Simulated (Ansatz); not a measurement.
C2H6O2Si can be A, `O=C(O)C[SiH3]`, or B, `O=COC[SiH3]`.

Gas-phase electronic energies from Ansatz, PBE0-D4/def2-TZVP geometries. CCSD(T)/CBS is the MP2 limit (def2-TZVPP, def2-QZVPP) plus CCSD(T) − MP2 in def2-TZVPP, frozen cores. Functionals use def2-TZVPP. B3LYP here is the variant with VWN-RPA as its local correlation; programs differ in this. One conformer a species, not always the lowest.

A:

Z-matrix (Å, degrees):
```
C
Si 1 1.886
C 1 1.497 2 111.8
H 1 1.095 2 111.0 3 -121.7
H 1 1.095 2 110.9 3 121.6
H 2 1.488 1 107.5 3 179.9
H 2 1.483 1 110.6 3 -61.5
H 2 1.483 1 110.6 3 61.2
O 3 1.343 1 112.7 2 -179.7
O 3 1.203 1 125.0 2 0.3
H 9 0.968 3 106.6 1 -180.0
```

B:

```xyz
11

O    -2.2243    0.0373   -0.4981
C    -1.6751    1.0252   -0.1070
O    -0.5218    1.0719    0.5558
C     0.1156   -0.1918    0.8172
Si    1.3483   -0.6465   -0.5486
H    -2.0519    2.0494   -0.2388
H     0.6297   -0.0686    1.7719
H    -0.6426   -0.9705    0.9249
H     0.6623   -0.6978   -1.8621
H     2.4331    0.3672   -0.5958
H     1.9266   -1.9757   -0.2192
```

(1) Which is lower in electronic energy at CCSD(T)/CBS, and by how much? (Best estimate.)

(2) Give E(B) − E(A) in kcal/mol with ωB97M-V, PBE-D4, r2SCAN-D4, MP2/def2-TZVPP, B3LYP-D4, B3LYP, HF/def2-TZVPP. (Best estimate.)

Largest T1 diagnostic: 0.015.

## Answers

(1) Computed: A, by 20.3 kcal/mol.

(2) The calculation gave: ωB97M-V 20.5, PBE-D4 18.9, r2SCAN-D4 20.0, MP2/def2-TZVPP 21.0, B3LYP-D4 18.4, B3LYP 18.3, HF/def2-TZVPP 20.1. None reverses the order clearly.

From PBE to PBE0 (25 % exact exchange), in def2-TZVPP and without D4, E(B) − E(A) moves by +1.6 kcal/mol.
